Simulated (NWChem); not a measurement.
All runs are NWChem calculations. System: Cl$_{3}$Si, charge 0, spin multiplicity 2, at a geometry optimised with UPBE0/def2-SVP. The structure started from a generated list of species. Its SCF solution wasn't tested for a lower state. Level: UHF/def2-TZVP.

Output (cleaned and shortened):

```
             Northwest Computational Chemistry Package (NWChem) 7.3.0
             --------------------------------------------------------

                                NWChem Input Module
                                -------------------

 Scaling coordinates for geometry "geometry" by  1.889725989
 (inverse scale =  0.529177249)

 Turning off AUTOSYM since
 SYMMETRY directive was detected!

                             Geometry "geometry" -> ""
                             -------------------------

 Output coordinates in angstroms (scale by  1.889725989 to convert to a.u.)

  No.       Tag          Charge          X              Y              Z
 ---- ---------------- ---------- -------------- -------------- --------------
    1 Cl                  17.0000    -0.96927700    -0.15128900     1.67925900
    2 Si                  14.0000    -0.00087300     0.54549400     0.00000000
    3 Cl                  17.0000    -0.96927700    -0.15128900    -1.67925900
    4 Cl                  17.0000     1.93927400    -0.14665200     0.00000000

 Effective nuclear repulsion energy (a.u.)     320.0289556233

            Nuclear Dipole moment (a.u.)
            ----------------------------
        X                 Y               Z
 ---------------- ---------------- ----------------
     0.0000340151     0.0000113384     0.0000000000

      Symmetry information
      --------------------

 Group name             Cs
 Group number              2
 Group order               2
 No. of unique centers     3

      Symmetry unique atoms

     1    2    4


 Summary of "ao basis" -> "" (spherical)
 ------------------------------------------------------------------------------
       Tag                 Description            Shells   Functions and Types
 ---------------- ------------------------------  ------  ---------------------
 *                         def2-tzvp                  on all atoms

 Summary of "ao basis" -> "ao basis" (spherical)
 ------------------------------------------------------------------------------
       Tag                 Description            Shells   Functions and Types
 ---------------- ------------------------------  ------  ---------------------
 Cl                        def2-tzvp                13       37   5s5p2d1f
 Si                        def2-tzvp                13       37   5s5p2d1f

                                 NWChem SCF Module
                                 -----------------
[...]
    94     -0.409163  3 Cl pz                53     -0.304753  2 Si py

 Vector   35  Occ=0.000000D+00  E= 1.532149D-01  Symmetry=a'
              MO Center= -8.1D-02,  7.0D-01,  3.4D-12, r^2= 5.9D+00
   Bfn.  Coefficient  Atom+Function         Bfn.  Coefficient  Atom+Function
  ----- ------------  ---------------      ----- ------------  ---------------
    55      1.500597  2 Si px               116     -0.865048  4 Cl s
     5      0.432520  1 Cl s                 79      0.432520  3 Cl s
   129      0.378108  4 Cl px                20     -0.326731  1 Cl pz
    94      0.326731  3 Cl pz                52      0.299107  2 Si px
   130     -0.257130  4 Cl py                18     -0.188436  1 Cl px

 center of mass
 --------------
 x =   0.00001072 y =  -0.00636826 z =   0.00000000

 moments of inertia (a.u.)
 ------------------
         742.403959541930          -1.061765773041           0.000000000000
          -1.061765773041        1408.551672765876           0.000000000000
           0.000000000000           0.000000000000         742.398775188564

  Mulliken analysis of the total density
  --------------------------------------

    Atom       Charge   Shell Charges
 -----------   ------   -------------------------------------------------------
    1 Cl  17    17.26   2.01  0.45  1.52  1.09  0.86  4.18  1.69  1.07  2.89  1.47  0.01  0.03  0.00
    2 Si  14    13.22   2.00  0.59  1.39  0.88  0.23  4.11  1.73  0.47  1.07  0.16  0.18  0.32  0.08
    3 Cl  17    17.26   2.01  0.45  1.52  1.09  0.86  4.18  1.69  1.07  2.89  1.47  0.01  0.03  0.00
    4 Cl  17    17.26   2.01  0.45  1.52  1.09  0.86  4.18  1.69  1.07  2.89  1.47  0.01  0.03  0.00

  Mulliken analysis of the alpha density
  --------------------------------------

    Atom       Charge   Shell Charges
 -----------   ------   -------------------------------------------------------
    1 Cl  17     8.66   1.01  0.22  0.76  0.55  0.43  2.09  0.84  0.54  1.47  0.73  0.00  0.01  0.00
    2 Si  14     7.01   1.00  0.30  0.69  0.53  0.19  2.06  0.86  0.27  0.68  0.12  0.10  0.17  0.04
    3 Cl  17     8.66   1.01  0.22  0.76  0.55  0.43  2.09  0.84  0.54  1.47  0.73  0.00  0.01  0.00
    4 Cl  17     8.66   1.01  0.22  0.76  0.55  0.43  2.09  0.84  0.54  1.47  0.73  0.00  0.01  0.00

   Mulliken analysis of the beta density
   -------------------------------------

    Atom       Charge   Shell Charges
 -----------   ------   -------------------------------------------------------
    1 Cl  17     8.59   1.01  0.22  0.76  0.54  0.43  2.09  0.85  0.52  1.42  0.74  0.00  0.02  0.00
    2 Si  14     6.22   1.00  0.29  0.70  0.35  0.05  2.05  0.87  0.20  0.39  0.04  0.09  0.15  0.04
    3 Cl  17     8.59   1.01  0.22  0.76  0.54  0.43  2.09  0.85  0.52  1.42  0.74  0.00  0.02  0.00
    4 Cl  17     8.59   1.01  0.22  0.76  0.54  0.43  2.09  0.85  0.52  1.42  0.74  0.00  0.02  0.00

   Mulliken analysis of the spin density
   -------------------------------------

    Atom       Charge   Shell Charges
 -----------   ------   -------------------------------------------------------
    1 Cl  17     0.07   0.00  0.00 -0.00  0.00 -0.00  0.00 -0.00  0.02  0.05 -0.01 -0.00 -0.00  0.00
    2 Si  14     0.79   0.00  0.01 -0.01  0.18  0.14  0.01 -0.01  0.07  0.30  0.07  0.01  0.02 -0.00
    3 Cl  17     0.07   0.00  0.00 -0.00  0.00 -0.00  0.00 -0.00  0.02  0.05 -0.01 -0.00 -0.00  0.00
    4 Cl  17     0.07   0.00  0.00 -0.00  0.00 -0.00  0.00 -0.00  0.02  0.05 -0.01 -0.00 -0.00  0.00

       Multipole analysis of the density wrt the origin
       ------------------------------------------------

     L   x y z        total         alpha         beta         nuclear
     -   - - -        -----         -----         ----         -------
     0   0 0 0     -0.000000    -33.000000    -32.000000     65.000000

     1   1 0 0     -0.000585      0.001299     -0.001919      0.000034
     1   0 1 0      0.359556     -0.827486      1.187031      0.000011
     1   0 0 1      0.000000      0.000000     -0.000000      0.000000

     2   2 0 0    -38.626363   -191.951673   -189.054985    342.380295
     2   1 1 0     -0.002924     -0.255792     -0.262622      0.515491
     2   1 0 1     -0.000000     -0.000000      0.000000      0.000000
     2   0 2 0    -36.793776    -31.462417    -24.292682     18.961323
     2   0 1 1     -0.000000      0.000000     -0.000000      0.000000
     2   0 0 2    -38.626333   -191.952919   -189.056229    342.382815

 Task  times  cpu:        6.2s     wall:        6.2s

 Total times  cpu:        6.3s     wall:        6.3s
```

Write an NWChem input that would produce this output.

Several could match; the one computed here: 
```
start mol
memory heap 200 mb stack 900 mb global 1100 mb
geometry units angstroms nocenter noautoz
  Cl    -0.969277    -0.151289     1.679259
  Si    -0.000873     0.545494     0.000000
  Cl    -0.969277    -0.151289    -1.679259
  Cl     1.939274    -0.146652     0.000000
  symmetry group Cs
end
basis spherical
  * library def2-tzvp
end
scf
  uhf
  nopen 1
  maxiter 100
  thresh 1e-7
  semidirect memsize 60000000 filesize 0
  # guess.movecs holds the orbitals of an unrestricted PBE0 run
  vectors input guess.movecs output mol.movecs
end
task scf energy
```
